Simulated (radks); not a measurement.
Results of a calculation; reference values are marked as such.
Problem. The mean radii <r> (bohr) of the occupied orbitals of an atom or ion are listed with their occupations. Level of theory: scalar-relativistic Kohn-Sham, LDA (Slater exchange, VWN5 correlation), spin-polarised, spherical densities, finite nucleus; Fermi nuclear charge, rms radius of each element as measured or else 0.836 A^(1/3) + 0.57 fm (a radial shooting solver on a logarithmic mesh with Libxc functionals).

orbital  occ.      <r>
1s down     1  0.02076
1s up       1  0.02076
2s up       1  0.08816
2s down     1  0.08816
2p up       3  0.07809
2p down     3  0.07809
3s up       1   0.2302
3s down     1   0.2301
3p up       3   0.2292
3p down     3   0.2290
3d up       5   0.2081
3d down     5   0.2079
4s up       1   0.5179
4s down     1   0.5181
4p up       3   0.5484
4p down     3   0.5488
4d up       5   0.5917
4d down     5   0.5928
5s up       1    1.219
5s down     1    1.230
5p up       3    1.395
5p down     3    1.412
4f up       7   0.7374
4f down     2   0.7540

Name the element and its charge. Open shells, if any, are filled with parallel spins first.

Solution. Z = 67, holmium, charge +4: Ho4+ in [Xe] 4f9. The 1s radius gives Z: for a bare nucleus <r> = (2 gamma + 1)/(2Z) with gamma = sqrt(1 - (Z/c)^2), 0.02048 bohr for Z = 67, and screening makes it slightly larger (0.02076 here). The occupations add up to 63, and the charge is Z minus that.
